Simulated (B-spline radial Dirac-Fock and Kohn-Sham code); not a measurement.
# X-ray lines that fill the 3d5/2 vacancy in Tl⁷⁺

System: the Tl⁷⁺ ion in the configuration [Xe] 4f14 5d6.

Input file task.json (cfg lists n, l and occupation; rrms is the nuclear radius in fm):

```json
{"items": [{
  "Z": 81,
  "q": 7,
  "cfg": [[1, 0, 2], [2, 0, 2], [2, 1, 6], [3, 0, 2], [3, 1, 6], [3, 2, 10], [4, 0, 2], [4, 1, 6], [4, 2, 10], [4, 3, 14], [5, 0, 2], [5, 1, 6], [5, 2, 6]],
  "A": 205,
  "rrms": 5.4759,
  "do": ["binding", "quiet", "decay"],
  "holes": ["K", "L1", "L2", "L3", "M1", "M2", "M3", "M4", "M5", "N1", "N2", "N3", "N4", "N5", "N6", "N7"]
}]}
```

Launch: `python xray_run.py task.json out`

Method: independent-particle radiative and Coulomb Auger rates from relativistic LDA hole-state orbitals, with Dirac-Fock energies. Computed with a radial atomic solver.

| line | multipole | energy (eV) | width (meV) | share (%) |
| --- | --- | --- | --- | --- |
| Mζ1 (M5-N3) | E1 | 1775.3 | 2.21 | 3.12 |
| Mα2 (M5-N6) | E1 | 2269.7 | 3.32 | 4.68 |
| Mα1 (M5-N7) | E1 | 2274.1 | 64.9 | 91.6 |
| M5-O3 | E1 | 2323.2 | 0.437 | 0.617 |

The listed lines hold 100.0 % of the radiative rate. The radiative width is 0.0709 eV in the length form and 0.0712 eV in the velocity form; the two differ because the transition energies are not eigenvalue differences of the potential that gave the orbitals.
